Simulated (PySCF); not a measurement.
Stationary points of ZrSCl₂

Level of theory: PySCF, B3LYP, basis Zr def2-SVP with ECP28, S def2-SVP, Cl def2-SVP (scalar-relativistic core potentials, no spin–orbit coupling, density fitting).

Relaxations began from a few typed shapes. The search is not exhaustive: other isomers or separated fragments can lie lower, and high-lying points may rest on an excited occupation.

Task: Which is the lowest minimum found?
A. singlet Cs: Zr–Cl 2.370 Å (×2), Zr–S 2.207 Å; Cl–Zr–Cl 120.5°, Cl–Zr–S 113.5° (×2)
B. singlet C2v: Zr–Cl 2.378 Å (×2), Zr–S 2.208 Å; Cl–Zr–Cl 127.2°, Cl–Zr–S 116.4° (×2)

Result: A. The others lie at 1.6 (singlet C2v, a saddle point) kJ/mol above it.

Formally Zr is in oxidation state +4, d0. The polar-tensor charge on Zr, 1.81, is far below the formal one.
